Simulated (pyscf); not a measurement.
Single points on ωB97X-D3(BJ)/def2-SVP structures (PySCF, gas phase).

Task: What is the homolytic dissociation enthalpy (298 K, ωB97M-D3(BJ)/def2-TZVP) of the B–C bond of HO–BH–CH₂–CH₂–OH, to [HB–OH]• + •H₂C–CH₂–OH?

Result: B–C to [HB–OH]• + •H₂C–CH₂–OH: 103.3 kcal/mol. The 7 functionals that were run give +93.5 (r²SCAN) to +103.3 kcal/mol (ωB97M-D3(BJ)). The radicals are drawn with the spin at the cut bond; how far it spreads was not checked. HO–BH–CH₂–CH₂–OH lies 52.9 kcal/mol over its isomer H₃C–CH₂–B(OH)–OH, and others may lie lower still (electronic energy, ωB97M-D3(BJ)). [HB–OH]• lies 5.8 kcal/mol over its isomer H₂B–O•, and others may lie lower still (electronic energy, ωB97M-D3(BJ)).
